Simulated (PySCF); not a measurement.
# Cr(2+) (chromium, charge +2) across methods

[Ar] 3d3 4p1, one real determinant (an excited configuration). Computed with PySCF 2.14 in aug-cc-pVDZ-DK, with scalar relativity by spin-free X2C-1e.

```json
{"method": "LDA", "E (hartree)": "-1047.099", "mean ε 3p β (eV)": "-72.611", "mean ε 3d α (eV)": "-31.852", "mean ε 4p α (eV)": "-16.649", "Σ⟨r²⟩ (bohr²)": "23.73", "⟨S²⟩": "6.000"}
{"method": "PBE", "E (hartree)": "-1049.219", "mean ε 3p β (eV)": "-72.521", "mean ε 3d α (eV)": "-31.803", "mean ε 4p α (eV)": "-16.632", "Σ⟨r²⟩ (bohr²)": "23.76", "⟨S²⟩": "6.000"}
{"method": "BHandHLYP", "E (hartree)": "-1049.468", "mean ε 3p β (eV)": "-78.208", "mean ε 3d α (eV)": "-36.847", "mean ε 4p α (eV)": "-17.675", "Σ⟨r²⟩ (bohr²)": "23.87", "⟨S²⟩": "6.001"}
{"method": "PBE0", "E (hartree)": "-1049.259", "mean ε 3p β (eV)": "-75.462", "mean ε 3d α (eV)": "-34.373", "mean ε 4p α (eV)": "-17.250", "Σ⟨r²⟩ (bohr²)": "23.81", "⟨S²⟩": "6.001"}
{"method": "PW91", "E (hartree)": "-1049.513", "mean ε 3p β (eV)": "-72.626", "mean ε 3d α (eV)": "-31.924", "mean ε 4p α (eV)": "-16.680", "Σ⟨r²⟩ (bohr²)": "23.74", "⟨S²⟩": "6.000"}
{"method": "r2SCAN", "E (hartree)": "-1049.437", "mean ε 3p β (eV)": "-73.352", "mean ε 3d α (eV)": "-32.429", "mean ε 4p α (eV)": "-16.659", "Σ⟨r²⟩ (bohr²)": "23.76", "⟨S²⟩": "6.001"}
{"method": "BP86", "E (hartree)": "-1049.598", "mean ε 3p β (eV)": "-72.683", "mean ε 3d α (eV)": "-31.873", "mean ε 4p α (eV)": "-16.721", "Σ⟨r²⟩ (bohr²)": "23.71", "⟨S²⟩": "6.000"}
{"method": "UHF", "E (hartree)": "-1048.46476", "mean ε 3p β (eV)": "-82.743", "mean ε 3d α (eV)": "-41.288", "mean ε 4p α (eV)": "-18.682", "Σ⟨r²⟩ (bohr²)": "24.23", "⟨S²⟩": "6.002"}
{"method": "wB97M-V", "E (hartree)": "-1049.381", "mean ε 3p β (eV)": "-78.058", "mean ε 3d α (eV)": "-36.752", "mean ε 4p α (eV)": "-18.815", "Σ⟨r²⟩ (bohr²)": "23.90", "⟨S²⟩": "6.000"}
```

⟨L²⟩ = 14.00 against 20 for a pure G term, so this real determinant mixes terms.
